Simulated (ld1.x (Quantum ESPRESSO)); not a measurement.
## Plane-wave convergence, TM potential for Sm

| Item | Value |
| --- | --- |
| Element | samarium |
| Generator | ld1.x (Quantum ESPRESSO) 7.5 |
| Type | norm-conserving Troullier–Martins (Kleinman–Bylander form) |
| Functional | PBE |
| Relativity | fully relativistic |
| Frozen core | [Xe] 4f5 |
| Valence charge | 3 |
| Reference configuration | 5d1 6s1 6p0 (charge +1) |
| Partial waves | 6s (bound): rc 3.60 bohr; 5d (bound): rc 2.75 bohr; 6p (bound, empty): rc 3.65 bohr |
| Local potential | the p channel |
| Core correction | a·sin(br)/r model core inside 2.16 bohr |

Open shells are filled in proportion to 2j + 1 (rel_dist='average').

The pseudo-atom Hamiltonian at the reference potential is diagonalised in spherical Bessel functions j_l(qr) that vanish at 20 bohr, with q² up to the cutoff. All-electron valence levels (Ry): 6s -0.6627, 5d3/2 -0.6378, 5d5/2 -0.6167, 6p1/2 -0.4336, 6p3/2 -0.4074.

Question: How do the lowest levels (Ry) of each channel move with the cutoff, and are there ghosts?

Answer:

```tsv
cutoff (Ry)	s #1	s #2	d3/2 #1	d5/2 #1	d5/2 #2	p1/2 #1	p3/2 #1	p3/2 #2	f #1	f #2	Σ f·Δε (mRy)
8	-0.6621	-0.2127	-0.5565	-0.5482	-0.1513	-0.4152	-0.4152	-0.1359	-0.0782	0.0199	74.2
10	-0.6625	-0.2127	-0.6033	-0.5886	-0.1549	-0.4152	-0.4152	-0.1359	-0.0782	0.0199	30.8
12	-0.6626	-0.2127	-0.6256	-0.6072	-0.1565	-0.4153	-0.4153	-0.1359	-0.0782	0.0199	10.7
15	-0.6626	-0.2127	-0.6343	-0.6141	-0.1572	-0.4153	-0.4153	-0.1360	-0.0782	0.0199	3.0
18	-0.6627	-0.2127	-0.6374	-0.6165	-0.1574	-0.4153	-0.4153	-0.1360	-0.0782	0.0199	0.3
21	-0.6627	-0.2127	-0.6377	-0.6166	-0.1574	-0.4153	-0.4153	-0.1360	-0.0782	0.0199	0.1
25	-0.6627	-0.2127	-0.6377	-0.6166	-0.1574	-0.4153	-0.4153	-0.1360	-0.0782	0.0199	0.0
400	-0.6627	-0.2127	-0.6377	-0.6167	-0.1574	-0.4153	-0.4153	-0.1360	-0.0782	0.0199	0.0
```

Result: no extra level below or beside the all-electron valence levels (s, d3/2, d5/2, p1/2, p3/2, f tested); 10 mRy is reached at 15 Ry and 1 mRy at 18 Ry.
